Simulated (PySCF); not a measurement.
WH₂ + WF₂ → 2 WHF

Level: PBE0 in the def2-TZVP basis family, computed in PySCF with density fitting; scalar-relativistic core potentials for atoms from Rb on, none lighter, no spin–orbit coupling; open shells unrestricted.

| species | state and structure | E (Eh) | ZPE (kJ/mol) | H(298 K) − H(0) (kJ/mol) | S° (J/(mol K)) |
| --- | --- | --- | --- | --- | --- |
| WH₂ | quintet, C2v, W–H 1.713 Å (×2); H–W–H 113.2° | -68.14143 | 27.1 | 10.3 | 247.3 |
| WF₂ | quintet, C2v, W–F 1.882 Å (×2); F–W–F 140.9° | -266.67975 | 8.6 | 12.4 | 299.2 |
| WHF | quintet, Cs, W–F 1.874 Å, W–H 1.721 Å; F–W–H 122.6° | -167.40996 | 18.7 | 10.8 | 278.7 |

**Question.** What is the electronic reaction energy?

**Answer.** At PBE0/def2-TZVP, ΔE = 3.3 kJ/mol from the differences of the total energies times 2625.5, uphill. Ligand scrambling is nearly thermoneutral, as expected when bond energies add up.

**Question.** Add zero-point, thermal and entropy terms for 298.15 K and 1 bar.

**Answer.** ΔZPE = 1.7 and Δ[H(298) − H(0)] = -1.1 kJ/mol give ΔH° = 3.9 kJ/mol. ΔS° = 10.9 J/(mol K), so ΔG° = 3.9 − 298.15 × (0.0109) = 1 kJ/mol and log₁₀K = -0.1.

Spin–orbit coupling can matter for WH₂, WF₂, WHF and is left out. Open d or f shells are single determinants, so the state found may not be the ground state. Only the bonding shown was studied: isomers, or loss of a ligand pair, can lie lower.
